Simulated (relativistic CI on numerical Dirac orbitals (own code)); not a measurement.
**Slater and spin-orbit integrals, Dy XLII**

Method of calculation: Dirac-Coulomb-Breit CI, KLI orbitals optimised for each configuration, model QED, unscaled Slater integrals (own radial code, finite nucleus).

Slater integrals F^k, G^k are unscaled and averaged over j, outside the closed core [Ne]; ζ comes from projecting the Hamiltonian with its Breit term on Σ l·s of the shell.

- 3s²3p⁶3d⁷: F^2(3d,3d) = 509570, F^4(3d,3d) = 328650, ζ(3d) = 127360 cm⁻¹; <r>(3d) = 0.1998, <r^2>(3d) = 0.0464 (bohr units).
- 3s²3p⁵3d⁸: ζ(3p) = 970550, F^2(3d,3d) = 508700, F^4(3d,3d) = 328050, F^2(3p,3d) = 444620, G^1(3p,3d) = 479100, G^3(3p,3d) = 318090, ζ(3d) = 126180 cm⁻¹; <r>(3p) = 0.2226, <r^2>(3p) = 0.05737, <r>(3d) = 0.2001, <r^2>(3d) = 0.04654 (bohr units).
- 3s²3p⁴3d⁹: F^2(3p,3p) = 441990, ζ(3p) = 969880, F^2(3p,3d) = 444190, G^1(3p,3d) = 479080, G^3(3p,3d) = 317940, ζ(3d) = 125010 cm⁻¹; <r>(3p) = 0.2228, <r^2>(3p) = 0.05748, <r>(3d) = 0.2004, <r^2>(3d) = 0.04669 (bohr units).

(1) Give the Racah parameters of the d shell in 3s²3p⁶3d⁷.

Averages of the first 10 configurations, taken without configuration mixing, which lowers the lowest level and can move excited configurations by several eV; other configurations of the list can lie among them:

```csv
Configuration,Parity,States,Average energy above the lowest level (eV)
3s²3p⁶3d⁷,even,120,58.4
3s²3p⁵3d⁸,odd,270,448.1
3s²3p⁴3d⁹,even,150,844.8
3s3p⁶3d⁸,even,90,763.7
3p⁶3d⁹,even,10,1478.5
3s3p⁵3d⁹,odd,120,1151.9
3s²3p⁶3d⁶4s,even,420,1339.7
3s²3p⁶3d⁶4p,odd,1260,1457.7
3s²3p⁴3d⁸4s,even,1350,2109.6
3s²3p⁶3d⁶4d,even,2100,1603.4
```

Answers

(1) B = F²/49 − 5F⁴/441 = 6673 cm⁻¹ and C = 35F⁴/441 = 26083 cm⁻¹.
